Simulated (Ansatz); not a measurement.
`B/C(C)=C/Cl` and `B/C(C)=C/C` differ in one atom or group.

Ansatz, PBE0-D4/def2-TZVP geometries, multiplicity 1. 

```
                                        property  `B/C(C)=C/Cl`
              LUMO energy (PBE0/def2-TZVPP) / eV          -2.14
  size of the dipole moment (PBE/def2-TZVPP) / D           0.61
               LUMO energy (PBE/def2-TZVPP) / eV          -3.05
           HOMO energy (ωB97M-V/def2-TZVPP) / eV          -9.85
size of the dipole moment (B3LYP/def2-TZVPP) / D           0.36
             LUMO energy (B3LYP/def2-TZVPP) / eV          -2.32
```

Q: Give the same properties after the change, and the shifts. (Estimate.)

A: The calculation gave: 
| property | `B/C(C)=C/C` | shift |
| --- | --- | --- |
| LUMO energy (PBE0/def2-TZVPP) / eV | -1.72 | 0.42 |
| size of the dipole moment (PBE/def2-TZVPP) / D | 2.21 | 1.60 |
| LUMO energy (PBE/def2-TZVPP) / eV | -2.67 | 0.38 |
| HOMO energy (ωB97M-V/def2-TZVPP) / eV | -9.68 | 0.17 |
| size of the dipole moment (B3LYP/def2-TZVPP) / D | 2.05 | 1.69 |
| LUMO energy (B3LYP/def2-TZVPP) / eV | -1.92 | 0.40 |

With PBE0 the HOMO rises by 0.23 eV and the LUMO rises by 0.42 eV, so the gap widens by about 0.19 eV. PBE moves the HOMO by 0.19 eV and ωB97M-V by 0.17 eV. Dipoles are sizes alone; their direction can turn.

B3LYP here is the variant with VWN-RPA as its local correlation; programs differ in this.
